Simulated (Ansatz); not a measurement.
A nudged elastic band was laid between two geometries of ClH + GaH4N (8 atoms, charge 0, multiplicity 1).

Computed with Ansatz 0.2.0, RHF/def2-SVP.

| Quantity | Value |
| --- | --- |
| movable images | 5 |
| climbing image | yes |
| spring | 5.0 eV/Å² |
| optimiser | quadratic models (default) |
| start path | through a guess of the saddle point |
| force threshold | 0.05 eV/Å |
| iteration limit | 60 |
| end points | relaxed |

Image 0:

```xyz
8
Properties=species:S:1:pos:R:3
Ga 0.034 -0.324 0.122
N -0.002 -0.050 1.945
H -0.801 -0.302 2.498
H 0.830 -0.110 2.502
H 1.433 -0.254 -0.577
H -1.339 -0.581 -0.584
Cl -0.393 3.246 1.393
H -0.251 2.048 1.845
```

Image 6:

```xyz
8
Properties=species:S:1:pos:R:3
Ga -0.059 0.486 0.020
N -0.037 0.197 2.166
H -0.772 -0.410 2.493
H 0.841 -0.162 2.505
H 1.393 0.027 -0.379
H -1.377 -0.271 -0.390
Cl -0.298 2.697 0.157
H -0.179 1.109 2.573
```

What changes between the two ends?

Bonds broken: Cl7–H8. Bonds formed: Ga1–Cl7, N2–H8. ClH + GaH4N becomes ClGaH5N.

Give the energies along the band, and the barrier.

It converged. The highest image is number 2 of 0 to 6, 0.127 eV above the first end and 2.027 eV above the last; the last end lies 1.900 eV below the first. A vibrational analysis at the climbing image gives one clearly imaginary mode, 609i cm⁻¹: a first-order saddle point. The orbitals stay closed-shell, which can raise the energy where a bond breaks towards radicals; this wasn't checked here.

```csv
image,path coordinate (Å),energy (eV),Cl7–H8 (Å),Ga1–Cl7 (Å),N2–H8 (Å)
0,0.00,0.000,1.29,3.81,2.11
1,0.52,0.016,1.30,3.35,2.01
2,1.03,0.127,1.40,2.89,1.55
3,1.41,-0.542,1.76,2.73,1.15
4,1.79,-1.457,2.06,2.42,1.03
5,2.17,-1.828,2.46,2.27,1.01
6,2.55,-1.900,2.89,2.23,1.01
```

What is the geometry of the highest image?


```xyz
8
Properties=species:S:1:pos:R:3
Ga -0.003 -0.022 0.160
N -0.022 0.109 2.068
H -0.799 -0.291 2.568
H 0.825 -0.101 2.569
H 1.414 -0.029 -0.495
H -1.379 -0.352 -0.501
Cl -0.325 2.734 0.963
H -0.198 1.624 1.812
```

What are the harmonic wavenumbers there?

609i, 107, 329, 413, 469, 615, 654, 666, 784, 828, 858, 1114, 1516, 1680, 2086, 2097, 3738, 3831 cm⁻¹.

The band took 9 iterations and about 70 core-seconds.

The run took 66 s on 1 thread of Arm Neoverse V2, with other jobs on the host, peak memory 0.17 GiB.
